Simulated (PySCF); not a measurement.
C5H7F, SMILES C#CC[C@@H](C)F.

Geometry optimised at PBE-D3(BJ)/def2-SVP. The structure was generated by enumeration; whether it is a known compound was not checked. Other conformers were not sampled.

Level of theory: PBE-D3(BJ)/def2-SVP (PySCF).

Harmonic, unscaled wavenumbers; measured fundamentals usually lie a few per cent lower.

Q: Estimate the vibrational spectrum. (Estimate from the structure and the level; the computed values follow.)

A: 
| mode | ν (cm⁻¹) | IR (km/mol) | moving atoms (share of kinetic energy) |
|---|---|---|---|
| 1 | 85 | 1.2 | C 44 %, F 33 %, H 23 % |
| 2 | 145 | 0.4 | C 72 %, H 20 % |
| 3 | 238 | 0.3 | H 93 % |
| 4 | 323 | 2.2 | C 65 %, H 23 %, F 12 % |
| 5 | 340 | 5.6 | C 62 %, H 32 % |
| 6 | 362 | 0.9 | C 45 %, H 31 %, F 24 % |
| 7 | 425 | 9.4 | C 48 %, H 27 %, F 25 % |
| 8 | 640 | 37.7 | H 76 %, C 24 % |
| 9 | 644 | 2.4 | C 66 %, H 30 % |
| 10 | 655 | 40.0 | H 79 %, C 21 % |
| 11 | 795 | 6.5 | C 64 %, H 24 %, F 12 % |
| 12 | 856 | 4.1 | H 49 %, C 48 % |
| 13 | 900 | 12.9 | H 44 %, C 44 %, F 13 % |
| 14 | 947 | 10.9 | C 47 %, H 46 % |
| 15 | 1039 | 16.6 | H 56 %, C 40 % |
| 16 | 1073 | 34.3 | H 49 %, C 45 % |
| 17 | 1131 | 23.8 | C 55 %, H 40 % |
| 18 | 1203 | 9.2 | H 82 %, C 16 % |
| 19 | 1275 | 18.6 | C 51 %, H 49 % |
| 20 | 1313 | 3.4 | H 79 %, C 21 % |
| 21 | 1326 | 13.8 | H 81 %, C 18 % |
| 22 | 1359 | 33.6 | H 63 %, C 37 % |
| 23 | 1372 | 6.6 | H 89 %, C 11 % |
| 24 | 1405 | 3.5 | H 95 % |
| 25 | 1420 | 2.9 | H 95 % |
| 26 | 2169 | 3.4 | C 91 %, H 9 % |
| 27 | 2952 | 28.7 | H 92 % |
| 28 | 2969 | 29.9 | H 94 % |
| 29 | 2983 | 7.7 | H 97 % |
| 30 | 3016 | 4.2 | H 91 %, C 9 % |
| 31 | 3078 | 10.3 | H 91 %, C 9 % |
| 32 | 3086 | 8.4 | H 90 %, C 10 % |
| 33 | 3409 | 67.5 | H 86 %, C 14 % |
